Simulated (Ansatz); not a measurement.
C₂H₆O₂Si (`COC1O[SiH2]1`). Charge 0, multiplicity 1.

Cartesian coordinates in Å:
```
C -1.036 -1.558 0.009
O -0.761 -0.298 -0.577
C 0.502 0.148 -0.311
O 0.710 0.611 1.069
Si 0.809 1.903 0.023
H -1.002 -1.497 1.100
H -2.036 -1.847 -0.310
H -0.315 -2.311 -0.332
H 1.285 -0.565 -0.589
H 2.140 2.532 -0.130
H -0.298 2.881 0.048
```

Task: List the harmonic frequencies (cm⁻¹, unscaled) at PBE0-D4/def2-TZVP in Ansatz. (Estimate.)

Result: Ansatz gave: 110, 171, 203, 368, 471, 558, 624, 659, 760, 795, 946, 995, 1051, 1126, 1171, 1212, 1231, 1358, 1467, 1479, 1502, 2252, 2274, 3018, 3064, 3095, 3153.

Task: Is this a minimum?

Result: Yes, all 27 modes are real.

Task: Give the ideal-gas thermochemistry at 298.15 K and 1 bar (rigid rotor, harmonic oscillator; point group C1, symmetry number 1).

Result: Zero-point energy 210.0 kJ/mol; H(298) − E = 228.6 kJ/mol; entropy 323.2 J/(mol·K), of which translation 165.0, rotation 108.4, vibration 49.8; G(298) − E = 132.3 kJ/mol.
